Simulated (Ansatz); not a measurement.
`C[SiH](F)CO` + H₂ → `C[SiH2]F` + CH₃OH  (hydrogenolysis of the Si–C bond)

Calculated with Ansatz (gas phase, PBE0-D4/def2-TZVP geometries, no zero-point term in ΔE). CCSD(T)/CBS is the MP2 limit (def2-TZVPP, def2-QZVPP) plus CCSD(T) − MP2 in def2-TZVPP, frozen cores. This one scheme is used for every species. Functionals use def2-TZVPP. B3LYP here is the variant with VWN-RPA as its local correlation; programs differ in this. Each species was taken in one conformer, which may not be the lowest.

```json
{"level": "PBE-D4", "ΔE (kJ/mol)": "-23.1", "difference from CCSD(T)/CBS": "8.0"}
{"level": "r2SCAN-D4", "ΔE (kJ/mol)": "-25.4", "difference from CCSD(T)/CBS": "5.7"}
{"level": "PBE0-D4", "ΔE (kJ/mol)": "-29.4", "difference from CCSD(T)/CBS": "1.7"}
{"level": "B3LYP-D4", "ΔE (kJ/mol)": "-30.4", "difference from CCSD(T)/CBS": "0.7"}
{"level": "ωB97M-V", "ΔE (kJ/mol)": "-28.0", "difference from CCSD(T)/CBS": "3.1"}
{"level": "PBE0", "ΔE (kJ/mol)": "-35.3", "difference from CCSD(T)/CBS": "-4.2"}
{"level": "SCS-MP2/def2-TZVPP", "ΔE (kJ/mol)": "-36.6", "difference from CCSD(T)/CBS": "-5.5"}
{"level": "CCSD/def2-TZVPP", "ΔE (kJ/mol)": "-38.2", "difference from CCSD(T)/CBS": "-7.1"}
{"level": "CCSD(T)/def2-TZVPP", "ΔE (kJ/mol)": "-33.0", "difference from CCSD(T)/CBS": "-1.9"}
{"level": "MP2/CBS(def2)", "ΔE (kJ/mol)": "-28.0", "difference from CCSD(T)/CBS": "3.1"}
{"level": "CCSD(T)/CBS", "ΔE (kJ/mol)": "-31.1", "difference from CCSD(T)/CBS": "0"}
```

Largest T1 diagnostic among the species: 0.011.

In def2-TZVPP, CCSD(T) changes the Hartree–Fock value by +27.8 kJ/mol (the triples alone add +5.2 kJ/mol) and MP2 by +30.9 kJ/mol. The D4 term adds +10.7 kJ/mol with B3LYP and +5.9 kJ/mol with PBE0; it sums over pairs of atoms, weighted by their polarisabilities, and B3LYP, whose exchange is more repulsive, gets the larger term. From PBE to PBE0 (25 % exact exchange), in def2-TZVPP and without D4, ΔE moves by −5.5 kJ/mol.
